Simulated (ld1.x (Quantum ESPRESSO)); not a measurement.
Mg (Z = 12): excitation energies, all-electron against TM

ld1.x (Quantum ESPRESSO) 7.5 input, shortened:

```
&input
   title='Mg', zed=12., rel=0, dft='BLYP', iswitch=3,
   config='[Ne] 3s1.5 3p0'
 /
 &inputp
   pseudotype=2, tm=.true., lloc=0,
   nlcc=.true., new_core_ps=.true., rcore=1.75
 /
2
3P  2  1   0.00   0.00  2.35  2.35  0.0
3S  1  0   1.50   0.00  2.40  2.40  0.0
 &test
   configts(1)='3s1.5 3p0'
 /
```

Energies are relative to the spin-unpolarised reference configuration 3s1.5 3p0; without spin polarisation the order of configurations can differ from experiment.

Q: Give the all-electron excitation energy and the error of the potential for: 3s2 3p0; 3s1 3p0; 3s1 3p1; 3s0 3p2; 3s0 3p1.

A:

```tsv
valence configuration	charge	ΔE all-electron (eV)	error AE − PS (meV)
3s2 3p0	0	-3.086	+0.6
3s1 3p0	+1	4.796	+0.6
3s1 3p1	0	0.429	-0.6
3s0 3p2	0	4.211	-3.5
3s0 3p1	+1	9.221	+6.9
```

Levels in the configuration 3s2 3p0:

| level | all-electron (eV) | pseudo (eV) |
| --- | --- | --- |
| 3s | -4.565 | -4.568 |
